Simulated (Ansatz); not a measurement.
Ge(eta1-allyl)4 (C₁₂H₂₀Ge), relaxed as a singlet with RKS r2SCAN-D4/def2-SVP in Ansatz, starting from the GFN2-xTB geometry. Force threshold 0.03 eV/Å.

Start:

```xyz
33

Ge   -0.033   -0.223    0.216
C    -1.656    0.597   -0.673
C    -1.314    1.838   -1.408
C    -1.274    1.942   -2.725
H    -2.379    0.808    0.116
H    -2.085   -0.144   -1.348
H    -1.066    2.693   -0.792
H    -1.517    1.109   -3.365
H    -1.004    2.861   -3.218
C     1.312   -0.813   -1.178
C     1.935    0.346   -1.858
C     3.152    0.795   -1.603
H     0.779   -1.441   -1.892
H     2.068   -1.421   -0.681
H     1.312    0.852   -2.585
H     3.792    0.314   -0.880
H     3.563    1.652   -2.109
C    -0.621   -1.835    1.300
C    -1.376   -2.800    0.467
C    -0.873   -3.921   -0.023
H    -1.237   -1.465    2.120
H     0.271   -2.300    1.717
H    -2.400   -2.524    0.243
H     0.142   -4.221    0.183
H    -1.453   -4.587   -0.641
C     0.839    1.132    1.444
C    -0.144    1.737    2.373
C    -0.251    1.433    3.655
H     1.287    1.892    0.804
H     1.634    0.632    1.995
H    -0.822    2.457    1.933
H     0.410    0.721    4.123
H    -0.993    1.886    4.291
```

```tsv
step	energy (eV)	largest force component (eV/Å)	SCF passes
1	-69262.2129	0.876	22
2	-69262.4230	0.291	21
3	-69262.4365	0.222	21
4 (rejected)	-69262.4285	0.174	19
5	-69262.4431	0.065	20
6	-69262.4440	0.015	22
```

Force components are those of the run's own axes.

End:

Cartesian coordinates in Å:
```
Ge -0.007 -0.212 0.209
C -1.615 0.566 -0.645
C -1.337 1.828 -1.386
C -1.365 1.978 -2.719
H -2.333 0.740 0.177
H -2.045 -0.202 -1.310
H -1.066 2.699 -0.772
H -1.634 1.146 -3.382
H -1.120 2.934 -3.190
C 1.304 -0.824 -1.142
C 1.976 0.308 -1.840
C 3.214 0.757 -1.583
H 0.751 -1.471 -1.844
H 2.032 -1.457 -0.606
H 1.374 0.831 -2.595
H 3.853 0.278 -0.831
H 3.631 1.614 -2.119
C -0.560 -1.772 1.295
C -1.345 -2.743 0.485
C -0.878 -3.885 -0.042
H -1.143 -1.377 2.146
H 0.360 -2.231 1.696
H -2.390 -2.465 0.279
H 0.153 -4.214 0.131
H -1.512 -4.531 -0.657
C 0.840 1.126 1.395
C -0.153 1.723 2.329
C -0.325 1.388 3.617
H 1.303 1.885 0.741
H 1.651 0.610 1.937
H -0.824 2.480 1.896
H 0.312 0.639 4.103
H -1.102 1.855 4.228
```

By distances, no bond broke or formed. The bond that changes most is Ge1–C18, from 2.03 to 1.98 Å (atoms count from 1).

No frequencies were taken in this run, so the end may be a saddle point.

It took 55 s on 4 threads of Arm Neoverse V2 on a shared host, peak host memory 0.69 GiB.
